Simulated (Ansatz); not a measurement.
Basis-set series for CH₄BBrOSi (`BrB1C[SiH2]O1`). Charge 0, multiplicity 1. Geometry: relaxed with PBE0-D4/def2-TZVP.

| functional | basis | functions | energy (Eh) | HOMO (eV) | LUMO (eV) |
| --- | --- | --- | --- | --- | --- |
| PBE0-D4 | def2-TZVPP | 239 | -3003.84294 | -8.06 | -0.43 |
| PBE0-D4 | def2-QZVPP | 450 | -3003.91344 | -8.07 | -0.47 |
| ωB97M-V | def2-TZVPP | 239 | -3004.20552 | -10.24 | 1.40 |
| ωB97M-V | def2-QZVPP | 450 | -3004.27251 | -10.25 | 1.06 |

(1) Give the rows for def2-SVP. (Estimate.)

Results:

(1) The calculation gave: 
| functional | basis | functions | energy (Eh) | HOMO (eV) | LUMO (eV) |
| --- | --- | --- | --- | --- | --- |
| PBE0-D4 | def2-SVP | 112 | -3003.26673 | -7.96 | -0.27 |
| ωB97M-V | def2-SVP | 112 | -3003.62547 | -10.12 | 1.88 |

Positive LUMOs are unbound and depend on the basis. Scalar relativity is left out up to krypton.

Results of the Gaussian-basis code of Ansatz.
